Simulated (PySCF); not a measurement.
Ge(SH)(SiH3) (GeH4SSi), SMILES [SiH3][Ge][SH] (connectivity only; charge and spin as stated), neutral, multiplicity 1. Atoms are numbered in the order given.

```xyz
7

Ge    -0.8279    -0.1928     0.0000
S      0.9800    -1.4914     0.0000
H      0.3358    -2.6858     0.0000
Si     0.5711     1.8414     0.0000
H      2.0507     1.6112     0.0000
H      0.2163     2.6629    -1.2040
H      0.2163     2.6629     1.2040
```
Charge 0, spin multiplicity 1.

Geometry optimised at r2SCAN-D4/def2-SVP. Other conformers were not sampled.

The numbers are results of r2SCAN/def2-TZVPD (PySCF), not measurements.

Estimate the frontier levels, gap, dipole moment and polarisability. (The exact figures need the calculation; the answer reports its results.)


```json
{
 "highest_occupied_level": "-5.86 eV",
 "lowest_empty_level": "-3.52 eV",
 "orbital_gap": "2.34 eV",
 "dipole_moment": "1.08 D",
 "quadrupole, principal values (traceless, Buckingham form, about the centre of nuclear charge)": "-3.68, 1.30, 2.38 D·Å",
 "mean_static_polarisability": "93.0 bohr³ (13.79 Å³)",
 "polarisability_principal_values": "68.0, 93.5, 117.7 bohr³"
}
```
